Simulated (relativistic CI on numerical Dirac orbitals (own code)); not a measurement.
**Charge states of holmium**

Calculated at this level of theory: Dirac-Coulomb-Breit CI, separate exchange-only KLI orbitals for each configuration, a model potential for QED, valence Slater integrals scaled by 0.9 (own radial code, finite nucleus).

Each species is treated in one configuration, given outside its closed core. Radial values are for the open shell of highest l, unscaled and averaged over j; ζ includes the Breit term. Labels give the leading LS character, summed over repeated terms.

| Ion | Configuration | Its lowest level | LS weight (%) | ⟨r⟩ (bohr) | ⟨r²⟩ (bohr²) | g_J | g√(J(J+1)) | ζ (cm⁻¹) |
| --- | --- | --- | --- | --- | --- | --- | --- | --- |
| Ho²⁸⁺ | 4d³ | ⁴F3/2 | 58 | 0.4996 | 0.2852 | 0.633 | 1.23 | 33500 |
| Ho²⁹⁺ | 4d² | ³F2 | 79 | 0.495 | 0.2798 | 0.744 | 1.82 | 34260 |
| Ho³⁰⁺ | 4d | ²D3/2 | 100 | 0.4904 | 0.2746 | 0.796 | 1.54 | 35030 |
| Ho³¹⁺ | 3d¹⁰4s²4p⁶ | ¹S0 | 100 |  |  |  | 0.00 |  |
| Ho³²⁺ | 3d¹⁰4s²4p⁵ | ²P°3/2 | 100 | 0.4795 | 0.2599 | 1.330 | 2.58 | 290700 |
| Ho³³⁺ | 3d¹⁰4s²4p⁴ | ³P2 | 71 | 0.4763 | 0.2565 | 1.352 | 3.31 | 295600 |
| Ho³⁴⁺ | 3d¹⁰4s²4p³ | J = 3/2 (mixed) | 45 | 0.4731 | 0.2531 | 1.385 | 2.68 | 300500 |
| Ho³⁵⁺ | 3d¹⁰4s²4p² | ³P0 | 72 | 0.4699 | 0.2498 |  | 0.00 | 305500 |
| Ho³⁶⁺ | 3d¹⁰4s²4p | ? | ? | ? | ? | ? | ? | ? |
| Ho³⁷⁺ | 3d¹⁰4s² | ¹S0 | 100 |  |  |  | 0.00 |  |
| Ho³⁸⁺ | 3d¹⁰4s | ²S1/2 | 100 | 0.4515 | 0.2292 | 1.997 | 1.73 |  |
| Ho³⁹⁺ | 3d¹⁰ | ¹S0 | 100 |  |  |  | 0.00 |  |
| Ho⁴⁰⁺ | 3d⁹ | ²D5/2 | 100 | 0.1994 | 0.0463 | 1.192 | 3.53 | 131500 |
| Ho⁴¹⁺ | 3d⁸ | ³F4 | 88 | 0.1977 | 0.04544 | 1.213 | 5.42 | 134300 |
| Ho⁴²⁺ | 3d⁷ | ⁴F9/2 | 62 | 0.1959 | 0.0446 | 1.229 | 6.12 | 137200 |
| Ho⁴³⁺ | 3d⁶ | J = 4 (mixed) | 39 | 0.1942 | 0.04379 | 1.261 | 5.64 | 140100 |
| Ho⁴⁴⁺ | 3d⁵ | J = 5/2 (mixed) | 27 | 0.1926 | 0.043 | 1.333 | 3.94 | 143100 |
| Ho⁴⁵⁺ | 3d⁴ | ³P0 | 59 | 0.1909 | 0.04223 |  | 0.00 | 146100 |
| Ho⁴⁶⁺ | 3d³ | J = 3/2 (mixed) | 48 | 0.1893 | 0.04149 | 0.696 | 1.35 | 149200 |
| Ho⁴⁷⁺ | 3d² | ³F2 | 75 | 0.1878 | 0.04077 | 0.755 | 1.85 | 152300 |
| Ho⁴⁸⁺ | 3d | ²D3/2 | 100 | 0.1862 | 0.04007 | 0.789 | 1.53 | 155500 |
| Ho⁴⁹⁺ | 3s²3p⁶ | ¹S0 | 100 |  |  |  | 0.00 |  |
| Ho⁵⁰⁺ | 3s²3p⁵ | ²P°3/2 | 100 | 0.2073 | 0.04974 | 1.323 | 2.56 | 1.167e+06 |
| Ho⁵¹⁺ | 3s²3p⁴ | ³P2 | 69 | 0.2062 | 0.04919 | 1.336 | 3.27 | 1.182e+06 |

**Question.** Fill in the row of Ho³⁶⁺.

**Answer.** Its lowest level ²P°1/2; LS weight (%) 100; ⟨r⟩ (bohr) 0.4669; ⟨r²⟩ (bohr²) 0.2465; g_J 0.661; g√(J(J+1)) 0.57; ζ (cm⁻¹) 310500.
